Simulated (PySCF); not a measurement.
Radial density of As (arsenic, neutral)

PW91, [Ar] 3d10 4s2 4p2 5s1, 5s spin antiparallel (an excited configuration). All numbers are calculated (PySCF 2.14, the spin-free X2C one-electron Hamiltonian (Gaussian nucleus), in x2c-QZVPPall with one added diffuse shell each of s, p, d, f type (12s9p6d5f1g, 113 functions)).

```
r (bohr)  4πr²ρ (e/bohr)  4πr²(ρα − ρβ)
0.000778          0.3022         0.0000
 0.00131          0.7557        -0.0001
 0.00220           1.849        -0.0001
 0.00370           4.372        -0.0003
 0.00623           9.719        -0.0007
  0.0105           19.43        -0.0013
  0.0176           32.49        -0.0009
  0.0297           40.69         0.0048
  0.0499           35.71         0.0263
  0.0839           35.38         0.0612
   0.141           47.70         0.0407
   0.237           30.67        -0.0091
   0.399           28.16         0.1286
   0.671           23.81         0.0102
    1.13           6.022         0.3025
    1.90           2.488         1.0208
    3.20          0.6486         0.3534
    5.37          0.2865        -0.2396
    9.04         0.02847        -0.0283
```

Densities and radii are taken from the X2C orbitals without a picture-change correction, which distorts them close to the nucleus.

The outer electron is Rydberg-like, and this basis confines it to a smaller radius and binds it less than a complete one would. With the s spin flipped the determinant is a mixture of two multiplicities, not a spectroscopic state.
